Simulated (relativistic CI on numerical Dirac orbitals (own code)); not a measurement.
Computed by Dirac-Coulomb-Breit CI, separate exchange-only KLI orbitals for each configuration, QED by a radiative potential, unscaled Slater integrals (own radial code, finite nucleus).

The strongest absorption lines from the ground level of an ion, among the configurations computed and to levels below about 533 eV (vacuum wavelength in nm, gf): 5.0261 (4.9), 5.1813 (1.4), 5.5002 (4.3), 6.1515 (1.7), 6.2639 (0.56), 6.6356 (0.86), 6.9805 (1.1), 7.1702 (0.75).

(1) Which ion is it?
A. Lu³⁴⁺
B. Er³¹⁺
C. Lu³²⁺
D. Ir⁴⁰⁺

Results:

(1) A. Lu³⁴⁺ has 37 electrons and the ground level 4s2 4p6 4d 2D_3/2; the strongest line goes to 4s2 4p5 4d2 2D°_3/2. The pattern of lines fixes the number of electrons, and along that sequence the line energies rise steadily with the charge (about as its square where n changes within one kind of shell, about linearly where n is kept but much faster in heavy ions where fine structure, which grows about as Z⁴, sets the gap, and irregularly where shells cross), which fixes Z. Configurations outside the model, such as inner-shell arrays, can give stronger lines. At this charge energies of transitions that change n are usually good to better than 1 %, and those within a shell (Δn = 0) to a few per cent.

LS names give the leading component of a level, which can be under half, so a name can repeat, a term be missing and a line seem to break the LS rules.
